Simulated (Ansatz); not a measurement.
Species: C2H5Ge, charge 0, doublet. C2H5Ge (SMILES C=[C][GeH3], doublet).
B3LYP-D3(BJ)/def2-TZVP minimum from Ansatz (an electronic-structure program):
```
C
C 1 1.3036
H 2 1.0896 1 122.40
H 2 1.0932 3 115.30 1 180.00
Ge 1 1.9154 2 147.46 3 -180.00
H 5 1.5355 1 108.79 2 120.26
H 5 1.5355 6 109.72 1 -118.90
H 5 1.5448 6 109.61 7 -120.40
```
Charge 0, spin multiplicity 2.

Atomisation energy term by term, kcal/mol (programs: Ansatz). Radicals and triplets start from unrestricted determinants; spin-orbit coupling is neglected. Cores are frozen in correlated methods (noble-gas shells, and filled d and f shells in the p block). No relativity. CBS(X,Y): correlation extrapolated as X^-3, Hartree-Fock from the larger set. A bracket is a step between two methods taken in the basis named. Where a partner has so few electrons that a lower coupled-cluster level is exact, that level stands in. The UHF reference of C2H5Ge (C=[C][GeH3], doublet) is spin-contaminated (<S^2> up to 0.19 over the pure value in the sets run).

```
term                               basis  kcal/mol
------------------  --------------------  --------
Hartree-Fock                     cc-pVQZ    472.21
CCSD correlation    CBS(cc-pVTZ,cc-pVQZ)    147.55
(T)                 CBS(cc-pVTZ,cc-pVQZ)      9.03
CCSDT(Q) - CCSD(T)               cc-pVDZ      0.99
sum: De                                      629.8
```
